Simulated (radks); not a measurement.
Task: Spherical quantum dot in the effective-mass picture: electrons in a hard-walled sphere of radius 1.33, with a point charge +2 (a donor) at the centre, all in effective atomic units (hartree* = m*/eps^2 hartree, bohr* = eps/m* bohr), one dielectric constant everywhere. Method: non-relativistic Kohn-Sham, exchange-only LDA, spin-polarised, spherical densities; computed with a radial shooting solver with Libxc functionals. Levels are named by radial order and angular momentum (1s, 1p, 1d, 2s, ...), and open shells are averaged over m. At N = 34 the configuration is 1s2 1p6 1d10 2s2 1f14. Does electron 35 go into 2p up or 1g up?

Result: Into 1g up. The total energies of the other choices lie higher by 0.0126 hartree* (2p up).
